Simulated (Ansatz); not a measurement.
Consider the formal exchange of groups at the Si–S bond: `F[Si](F)(S)Cl` + `C=CC[SiH3]` → `F[Si](F)([SiH3])Cl` + `C=CCS`.

Gas-phase electronic energies from Ansatz, PBE0-D4/def2-TZVP geometries. CCSD(T)/CBS is the MP2 limit (def2-TZVPP, def2-QZVPP) plus CCSD(T) − MP2 in def2-TZVPP, frozen cores. Functionals use def2-TZVPP. B3LYP here is the variant with VWN-RPA as its local correlation; programs differ in this. One conformer a species, not always the lowest.

Q: Is it downhill or uphill in electronic energy at CCSD(T)/CBS, and by how much? (Best estimate.)

A: The calculation gave: Uphill: ΔE = +109.3 kJ/mol.

Q: What do these levels give: PBE-D4, B3LYP-D4, PBE-QIDH, BLYP, r2SCAN, PBE0? (An estimate is asked.)

A: The calculation gave: PBE-D4 97.5, B3LYP-D4 104.1, PBE-QIDH 112.4, BLYP 95.1, r2SCAN 110.9, PBE0 102.8 kJ/mol.

Q: What do rigid-rotor, harmonic-oscillator terms from PBE0-D4/def2-TZVP frequencies (298.15 K, 1 bar) make of the CCSD(T)/CBS value? (Best estimate.)

A: The calculation gave: ΔZPE = +0.2 kJ/mol, ΔH = +110.4 kJ/mol, ΔS = 8 J/(mol·K), ΔG = +107.9 kJ/mol.

Largest T1 diagnostic among the species: 0.012.

From PBE to PBE0 (25 % exact exchange), in def2-TZVPP and without D4, ΔE moves by +6.9 kJ/mol. Leaving LDA and LC-ωPBE aside and taking each functional with its dispersion term where it has one, the values, not all of them listed here, spread over 16.8 kJ/mol, from PBE-D4 to ωB97M-V. LDA lies +6.0 kJ/mol from PBE without D4.
